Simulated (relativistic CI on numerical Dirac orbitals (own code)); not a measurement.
**Crystal-field levels of Mn³⁺, 3d4**

Calculated by Dirac-Coulomb-Breit CI, separate exchange-only KLI orbitals for each configuration, model QED, valence Slater integrals scaled by 0.85, one configuration in a parametric crystal field (own radial code).

Field parameters in Wybourne normalisation: D4h B²₀ = −7Ds, B⁴₀ = 21(Dq − Dt), B⁴₄ = 21√(5/14) Dq. The field is a parameter set, without covalency.

S is read from ⟨S²⟩ = S(S + 1).

Levels (cm⁻¹, degeneracy): 0 (1), 0 (1), 13 (2), 17 (1), 2302 (1), 2310 (2), 2334 (1), 2334 (1), 7051 (2), 7124 (1), 7138 (1), 7211 (2).

Q: Which field gives this pattern?
A. D4h, 10Dq = 11400, Ds = -270, Dt = 680 cm⁻¹
B. D4h, 10Dq = 11400, Ds = -1090, Dt = 680 cm⁻¹
C. D4h, 10Dq = 11400, Ds = 1770, Dt = 680 cm⁻¹
D. D4h, 10Dq = 11400, Ds = 550, Dt = 680 cm⁻¹

A: A. D4h, 10Dq = 11400, Ds = -270, Dt = 680 cm⁻¹, ground level with S = 2.00.
